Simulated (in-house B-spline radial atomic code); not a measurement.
Results of a calculation; reference values are marked as such.
Two electrons in Ge: a parabolic dot with ħω = 7.73 meV in all three directions with an ionised donor at its centre

For Ge the NSM archive of the Ioffe Institute lists m_l = 1.6 m0, m_t = 0.08 m0 and ε = 16.2; the model takes one isotropic valley with the conductivity mass 3/(1/m_l + 2/m_t) = 0.117 m0, and so misses anisotropy and the other valleys. All triplets below are those of one valley; with several valleys two electrons can form a triplet in the 1s orbital itself, at an energy set by the valley splitting. Real donors also feel a central-cell potential, which shifts the ground state.

Effective-mass model with parabolic bands, a uniform dielectric constant, no image charges, no central-cell or spin-orbit terms. Two-electron levels come from full CI in B-splines with partial waves to l = 5 (up to 0.001 effective hartree above the limit).

**Question.** What are the effective units, and what is the potential in them?

**Answer.** Ha* = 27211.386 meV × 0.117/16.2² = 12.13 meV and a* = 0.0529177 nm × 16.2/0.117 = 7.327 nm. The frequency is ω = 0.637 Ha*, with −1/r added.

In these units the lowest s and p orbitals lie at -0.1473 and 0.9525, and their Coulomb and exchange integrals are J_ss = 0.8920, J_sp = 0.6255 and K_sp = 0.1003. Full CI gives 0.5047 for the ground singlet, 1.3087 for the sp triplet, 1.4610 for the sp singlet and 1.7470 for the lowest triplet of two s orbitals.

**Question.** What does it cost to add the second electron, to first order and exactly?

**Answer.** To first order E = 2ε_s + J_ss = 0.5974, so the charging energy E(2) − 2E(1) is J_ss = 10.82 meV. CI gives 0.5047 − 2 × (-0.1473) = 0.7993, or 9.696 meV: relaxation and correlation lower it by 1.125 meV, 10.4 % of J_ss. The s² configuration of one-electron orbitals holds 95.8 % of the state, and the mean radius is 8.48 nm.

**Question.** How far above the singlet do the triplets lie?

**Answer.** To first order the sp triplet lies at ε_s + ε_p + J_sp − K_sp = 1.3305, which is 8.894 meV above 2ε_s + J_ss. CI gives 1.3087 − (0.5047) = 0.8040, or 9.754 meV, 73 % of the orbital spacing of 13.34 meV. The ss triplet lies 15.07 meV up, so the lower of the two is the sp one, and its gap equals k_BT at 113 K. The sp singlet-triplet splitting is 1.848 meV, against 2K_sp = 2.433 meV.
